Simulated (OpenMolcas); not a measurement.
**Computed transition rates of Cl II**

| Property | Result |
| --- | --- |
| Program | OpenMolcas 26.06 |
| Method | CASSCF |
| Basis | ANO-RCC-VTZP [5s4p2d1f] |
| Scalar Hamiltonian | DKH2, point nucleus |
| Active space | 4 electrons in 3 orbitals (3p) |
| State averaging | 2S+1 = 3 even, 3 roots; 2S+1 = 1 even, 6 roots |
| Spin-orbit coupling | RASSI with atomic mean-field integrals over the reference wave functions, term energies averaged over their components |

Rates come from the transition moments of the reference wave functions (E1 and E2 in the length form). At fixed line strength A goes as λ^-3 for E1 and M1 and as λ^-5 for E2, so a rate at the computed wavelength can be rescaled to the measured one. Measured vacuum wavelengths follow from level energies in NIST Handbook of Basic Atomic Spectroscopic Data. Branching counts decays inside the model space alone, at computed energies, and the table is only a selection of the E2 and M1 lines, drawn from those between levels with measured partners whose computed energy lies within a factor of 1.5 of the measured one.

```json
{"Upper": "3s2 3p4 3P0", "Lower": "3s2 3p4 3P1", "Type": "M1", "λ computed (nm)": "34060", "λ measured (nm)": "33280", "A computed (s-1)": "1.37e-03", "A rescaled (s-1)": "1.47e-03", "Branching %": "100.0"}
{"Upper": "3s2 3p4 3P1", "Lower": "3s2 3p4 3P2", "Type": "M1", "λ computed (nm)": "15440", "λ measured (nm)": "14370", "A computed (s-1)": "6.12e-03", "A rescaled (s-1)": "7.59e-03", "Branching %": "100.0"}
{"Upper": "3s2 3p4 1D2", "Lower": "3s2 3p4 3P1", "Type": "M1", "λ computed (nm)": "725.8", "λ measured (nm)": "912.6", "A computed (s-1)": "3.41e-02", "A rescaled (s-1)": "", "Branching %": "22.4"}
{"Upper": "3s2 3p4 1D2", "Lower": "3s2 3p4 3P2", "Type": "M1", "λ computed (nm)": "693.2", "λ measured (nm)": "858.1", "A computed (s-1)": "1.17e-01", "A rescaled (s-1)": "", "Branching %": "76.9"}
{"Upper": "3s2 3p4 1D2", "Lower": "3s2 3p4 3P2", "Type": "E2", "λ computed (nm)": "693.2", "λ measured (nm)": "858.1", "A computed (s-1)": "1.02e-03", "A rescaled (s-1)": "", "Branching %": "0.7"}
{"Upper": "3s2 3p4 1S0", "Lower": "3s2 3p4 1D2", "Type": "E2", "λ computed (nm)": "475.8", "λ measured (nm)": "616.4", "A computed (s-1)": "8.89e+00", "A rescaled (s-1)": "2.44e+00", "Branching %": "85.0"}
{"Upper": "3s2 3p4 1S0", "Lower": "3s2 3p4 3P1", "Type": "M1", "λ computed (nm)": "287.4", "λ measured (nm)": "367.9", "A computed (s-1)": "1.53e+00", "A rescaled (s-1)": "", "Branching %": "14.7"}
```

Spin-changing lines and M1 lines between different terms are not rescaled, since their strength hangs on the term gaps too.

The largest correction is for 3s2 3p4 1S0 → 3s2 3p4 1D2 (E2): 8.89e+00 × (475.8 / 616.4)^5 = 2.44e+00 s-1, a factor of 0.27.

The computed rate and branching of 3s2 3p4 3P1 → 3s2 3p4 3P2 give the upper level a radiative lifetime of 1.000 / 6.12e-03 s-1 = 1.63e+02 s, counting decays inside the model space alone. The rescaled rate gives about 1.3e+02 s.

No measured rate stands beside these. Rescaling mends the energy factor alone: line strengths can still be far off where a level mixes with configurations outside the active space, and weak or spin-changing lines hang on small mixing coefficients that depend on the term gaps too, so rescaling need not improve them.

Without dynamic correlation excited terms often stand tens of per cent too high (terms of higher spin than the ground term too low), and those without a measured partner can miss by more than the paired ones. With the s shell closed, the reference lacks s² → p² mixing. Measured partners are found by configuration, term and J. A level has none where our copy of the source lacks it or the pairing is in doubt (some pairs that miss far off the trend of their configuration count as doubtful). Only configurations of the active space appear.
